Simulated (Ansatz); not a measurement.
Geometry optimisation, RKS B3LYP/cc-pVDZ (Ansatz 0.2.0).

Input file:

```yaml
crystal:
  periodic: [false, false, false]
  atoms:
    - { symbol: "N", position_ang: [-0.1641, -1.4645, -1.5524] }
    - { symbol: Si, position_ang: [0.4281, -0.3128, -0.4905] }
    - { symbol: O, position_ang: [1.5029, -1.1021, 0.4093] }
    - { symbol: O, position_ang: [-0.7903, -0.0269, 0.5031] }
    - { symbol: C, position_ang: [-0.4174, 1.2098, 0.0088] }
    - { symbol: S, position_ang: [0.3213, 2.2519, 1.2033] }
    - { symbol: H, position_ang: [-0.98418, -1.03345, -1.97185] }
    - { symbol: H, position_ang: [0.50152, -1.63865, -2.22695] }
    - { symbol: H, position_ang: [1.5519, -0.8079, 1.3949] }
    - { symbol: H, position_ang: [-1.0131, 1.7167, -0.7027] }
    - { symbol: H, position_ang: [-0.7759, 2.451, 1.9824] }
basis:
  gaussian: { orbitals: cc-pVDZ }
hamiltonian:
  xc: b3lyp
relax:
  f_tol: 0.015
  max_steps: 40
```

Command:

```bash
$ ansatz run input.yaml --threads 2 --pin off --max-ram 3072MiB --backend cpu --events-out ev --progress --plain --runs-dir out
```

Question: Where does it end, and by what steps?

Answer: The forces met the threshold. After 11 steps the energy has fallen by 1.568 eV; O4 moved furthest, 0.41 Å.

```tsv
step	energy less start (eV)	largest force component (eV/Å)	accepted
0	0.0000	4.657	yes
1	-1.1155	2.276	yes
2	-1.4771	0.762	yes
3	-1.4726	1.368	no
4	-1.5448	0.255	yes
5	-1.5611	0.137	yes
6	-1.5658	0.158	yes
7	-1.5646	0.168	no
8	-1.5672	0.054	yes
9	-1.5674	0.037	yes
10	-1.5676	0.024	yes
11	-1.5677	0.009	yes
```

```xyz
11
Properties=species:S:1:pos:R:3
N -0.118 -1.411 -1.709
Si 0.148 -0.479 -0.306
O 1.513 -1.109 0.406
O -1.187 -0.011 0.604
C -0.437 1.212 0.091
S 0.432 2.190 1.340
H -0.884 -1.190 -2.336
H 0.670 -1.833 -2.191
H 1.775 -0.641 1.213
H -1.093 1.822 -0.543
H -0.658 2.693 1.987
```

Run time: 55 s on 2 threads of Arm Neoverse V1, on a shared host, peak memory 0.29 GiB.
